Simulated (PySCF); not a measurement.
# Radial density of N (nitrogen, neutral)

r2SCANh, [He] 2s2 2p3, high-spin 4S determinant. All numbers are calculated (PySCF 2.14, no relativity, point nucleus, in aug-cc-pVQZ (6s5p4d3f2g, 80 functions)).

```json
{"r (bohr)": "0.00356", "4πr²ρ (e/bohr)": "0.03123", "4πr²(ρα − ρβ)": "0.0000"}
{"r (bohr)": "0.00599", "4πr²ρ (e/bohr)": "0.08527", "4πr²(ρα − ρβ)": "0.0000"}
{"r (bohr)": "0.0101", "4πr²ρ (e/bohr)": "0.2280", "4πr²(ρα − ρβ)": "0.0000"}
{"r (bohr)": "0.0169", "4πr²ρ (e/bohr)": "0.5858", "4πr²(ρα − ρβ)": "0.0000"}
{"r (bohr)": "0.0285", "4πr²ρ (e/bohr)": "1.412", "4πr²(ρα − ρβ)": "0.0003"}
{"r (bohr)": "0.0479", "4πr²ρ (e/bohr)": "3.048", "4πr²(ρα − ρβ)": "0.0018"}
{"r (bohr)": "0.0806", "4πr²ρ (e/bohr)": "5.492", "4πr²(ρα − ρβ)": "0.0098"}
{"r (bohr)": "0.136", "4πr²ρ (e/bohr)": "7.342", "4πr²(ρα − ρβ)": "0.0479"}
{"r (bohr)": "0.228", "4πr²ρ (e/bohr)": "6.075", "4πr²(ρα − ρβ)": "0.2009"}
{"r (bohr)": "0.383", "4πr²ρ (e/bohr)": "2.884", "4πr²(ρα − ρβ)": "0.6993"}
{"r (bohr)": "0.645", "4πr²ρ (e/bohr)": "2.679", "4πr²(ρα − ρβ)": "1.6094"}
{"r (bohr)": "1.08", "4πr²ρ (e/bohr)": "3.443", "4πr²(ρα − ρβ)": "1.9370"}
{"r (bohr)": "1.82", "4πr²ρ (e/bohr)": "1.689", "4πr²(ρα − ρβ)": "0.9708"}
{"r (bohr)": "3.07", "4πr²ρ (e/bohr)": "0.2384", "4πr²(ρα − ρβ)": "0.1588"}
{"r (bohr)": "5.16", "4πr²ρ (e/bohr)": "0.006820", "4πr²(ρα − ρβ)": "0.0057"}
{"r (bohr)": "8.68", "4πr²ρ (e/bohr)": "2.347e-05", "4πr²(ρα − ρβ)": "0.0000"}
```
